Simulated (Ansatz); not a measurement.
System: RuF₂, net charge 0, triplet state. The spin state was set by rule; other spins were not relaxed. SMILES: [F][Ru][F]
Coordinates optimised at B3LYP-D3(BJ)/def2-TZVP (Ansatz, an electronic-structure program):
```
Ru
F 1 1.8653
F 1 1.8653 2 180.00
```
Charge 0, spin multiplicity 3.

Property: vertical ionisation energy (to the quartet state of charge +1; each state is the SCF solution reached for its spin; the UHF <S^2> is 3.86 for the quartet (pure: 3.75) and 2.90 for the triplet (pure: 2.00)), in eV. Valence correlation only, unless marked. UHF or UKS for open shells. No spin-orbit coupling. The frozen core is the preceding noble-gas configuration, with the filled d and f shells of earlier blocks. In def2 rows, elements after Kr have scalar-relativistic effective core potentials.  The program attaches cautions to a run behind CCSD/def2-SVPD: other amplitudes. The program attaches cautions to a run behind CCSD/def2-TZVPPD: other amplitudes. The program attaches cautions to a run behind CCSD(T)/def2-SVPD: other amplitudes. The program attaches cautions to a run behind CCSD(T)/def2-TZVPPD: other amplitudes.

```
level                 program  vertical ionisation energy (eV)
--------------------  -------  -------------------------------
SVWN5/def2-TZVPD       Ansatz                             9.96
PBE/def2-TZVPD         Ansatz                             9.68
r2SCAN/def2-TZVPD      Ansatz                             9.76
B3LYP/def2-TZVPD       Ansatz                            10.00
PBE0/def2-TZVPD        Ansatz                             9.93
BHLYP/def2-TZVPD       Ansatz                            10.14
CAM-B3LYP/def2-TZVPD   Ansatz                            10.15
wB97M-V/def2-TZVPD     Ansatz                             9.91
wB97X-V/def2-TZVPD     Ansatz                             9.99
CCSD/def2-SVPD         Ansatz                            10.08
CCSD/def2-TZVPPD       Ansatz                            10.09
CCSD(T)/def2-SVPD      Ansatz                            10.10
CCSD(T)/def2-TZVPPD    Ansatz                            10.02
```
